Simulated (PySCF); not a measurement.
Caution: the highest occupied level lies above zero, so the state may not be bound. This triplet lies within 0.05 eV of the relaxed singlet at the level B3LYP-D3(BJ)/def2-TZVPD (PySCF).

B3LYP has the VWN-RPA correlation part, as in Gaussian. 

**C3H6B, SMILES `C=C[B-]C` (near-degenerate triplet; C–C–B–C torsion 180°) (charge -1, multiplicity 3)**

All values below come from B3LYP-D3(BJ)/def2-TZVPD (PySCF).

```
Item                                                    Result
-----------------------------  -------------------------------
highest occupied spin orbital                          1.45 eV
total energy                                      -142.7664 Ha
cost                           around 2.5 core-minutes (rough)
```

```xyz
10

C      2.1962     0.0406     0.0056
C      0.8442    -0.2492     0.1680
B     -0.3698     0.5893     0.0751
C     -1.9017     0.2305     0.2662
H      2.5316     1.0446    -0.2372
H      2.9660    -0.7180     0.1139
H      0.6425    -1.3080     0.4126
H     -2.3797     0.7893     1.0812
H     -2.0212    -0.8449     0.5040
H     -2.5081     0.4257    -0.6278
```
Charge -1, spin multiplicity 3.
